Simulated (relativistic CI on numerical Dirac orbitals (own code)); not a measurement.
**Pb14+: sensitivity of the levels to the model**

Base calculation: Dirac-Coulomb-Breit CI, KLI orbitals optimised for each configuration, model QED, unscaled Slater integrals.

CI space (outside the closed core [Kr] 4d10): 4f14.5s2.5p6, 4f14.5s2.5p5.5d, 4f14.5s.5p6.5d, 4f14.5s2.5p5.5f, 4f14.5s2.5p5.5g, 4f14.5s.5p6.5f, 4f14.5s2.5p5.6s, 4f13.5s2.5p6.5d, 4f14.5s2.5p5.6p, 4f14.5s.5p6.5g, 4f14.5s2.5p5.6d, 4f14.5s.5p6.6s, 4f13.5s2.5p6.6s, 4f14.5s2.5p5.7s, 4f14.5s.5p6.6p, 4f13.5s2.5p6.5f, 4f13.5s2.5p6.6p, 4f14.5s2.5p5.6f, 4f14.5p6.5d2, 4f14.5p5.5d3, 4f14.5p5.5d2.5f, 4f14.5p5.5d2.5g, 4f14.5p5.5d2.6s, 4f14.5p6.5f2, 4f14.5p5.5d.5f2, 4f14.5p5.5f3, 4f14.5p5.5f2.5g, 4f14.5p5.5f2.6s. Double excitations out of closed p, d and f shells are left out; levels of such configurations are missing from the list, as are those of other unlisted configurations, and high levels can miss mixing partners. These lack a partner that the ground configuration has and come out too high: 4f13.5s2.5p6.5d, 4f14.5s2.5p5.6p, 4f14.5s2.5p5.6d, 4f13.5s2.5p6.6s, 4f14.5s2.5p5.7s.

The lowest level and the first level of each name with at least 55 % of one term (blank where a level has no safe partner in the second run):

| Level | Base (cm⁻¹) | Shift (cm⁻¹) |
| --- | --- | --- |
| 4f14.5s2.5p6 1S_0 | 0 | 0 |
| 4f14.5s2.5p5.5d 3P°_0 | 520820 | +3474 |
| 4f14.5s2.5p5.5d 3P°_1 | 534263 | +2592 |
| 4f14.5s2.5p5.5d 3F°_3 | 548605 | +908 |
| 4f14.5s2.5p5.5d 3F°_4 | 568975 | +2194 |
| 4f14.5s2.5p5.5d 3D°_3 | 599140 | -1008 |
| 4f14.5s2.5p5.5d 3D°_1 | 652812 | -4433 |
| 4f14.5s2.5p5.5d 3F°_2 | 758158 | +1444 |
| 4f14.5s2.5p5.5d 1P°_1 | 842434 | -9278 |
| 4f14.5s2.5p5.6s 3P°_2 | 1029741 | +452 |
| 4f14.5s2.5p5.6s 1P°_1 | 1037141 | -297 |
| 4f14.5s.5p6.5d 3D_1 | 1137665 | +6286 |
| 4f14.5s.5p6.5d 3D_2 | 1150784 | +5542 |
| 4f13.5s2.5p6.5d 3P°_2 | 1167647 | +1509 |

At this charge energies of transitions that change n are usually good to better than 1 %, and those within a shell (Δn = 0) to a few per cent. Levels and lines within the n = 5 or 6 shells can be off by up to 10 % or somewhat more, and those that change n by about 2 %, since core polarisation is missing.

Problem. One thing was changed in a second run, which moved the levels as shown. Which?
A. valence Slater integrals scaled by 0.9
B. QED terms removed
C. configuration mixing switched off
D. Breit term removed

Solution. A. Valence Slater integrals scaled by 0.9. Scaling acts on the splittings between terms and on the mixing, and leaves the fine structure of pure LS terms nearly alone; in jj coupling it moves the levels of one term differently.

LS names give the leading component of a level, which can be under half, so a name can repeat, a term be missing and a line seem to break the LS rules.
